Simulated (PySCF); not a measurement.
Structure with atom numbers: `[CH3:1][O:2][C:3](=[O:4])[SiH2:5][S:6][CH3:7]`. Each H is labelled by its parent atom.

- GIAO PBE0/pcSseg-1 shieldings
- PBE0-D3(BJ)/def2-SVP structure
- run in PySCF 2.14.0 with density-fitted response routines
- non-relativistic, one averaged value for each set of equivalent atoms, a single conformation, gas phase

References, each an isolated molecule treated in the same way: ¹³C and ¹H and ²⁹Si against TMS; ¹⁷O vs H2O; ³³S against CS2.

```csv
atoms,nucleus,count,Hirshfeld charge,δ (ppm)
S6,³³S,1,-0.09,-216
H(C1),¹H,3,0.05,?
C1,¹³C,1,-0.03,51.1
H(Si5),¹H,2,-0.07,4.71
C7,¹³C,1,-0.11,13.3
O2,¹⁷O,1,-0.10,222.4
Si5,²⁹Si,1,0.30,?
C3,¹³C,1,0.12,186.7
O4,¹⁷O,1,-0.24,501.4
H(C7),¹H,3,0.05,?
```

Problem. Estimate the values marked ?.

Solution. 
- H(C1): 3.64 ppm, hydrogen on a methyl carbon bonded to O; its carbon carries O, an electronegative neighbour
- H(C7): 2.33 ppm, hydrogen on a methyl carbon bonded to S
- Si5: -45.0 ppm, silicon bonded to C, S, 2 H

Shifts are as computed. Against solution values, carbons near 30 ppm lie about +2 ppm off and those near 130 ppm about +5 ppm. Of 1211 compounds with measured shifts, 218 miss one by over three times the rms of a fit or turn the order of signals round; such compounds aren't used in these exercises. Unscaled 17O shifts of doubly bonded oxygen tend to come out too high, by tens of ppm or more. Experimental scales use liquid or dissolved standards, which lie at an offset from isolated H2O (liquid H2O: subtract about 36 ppm).
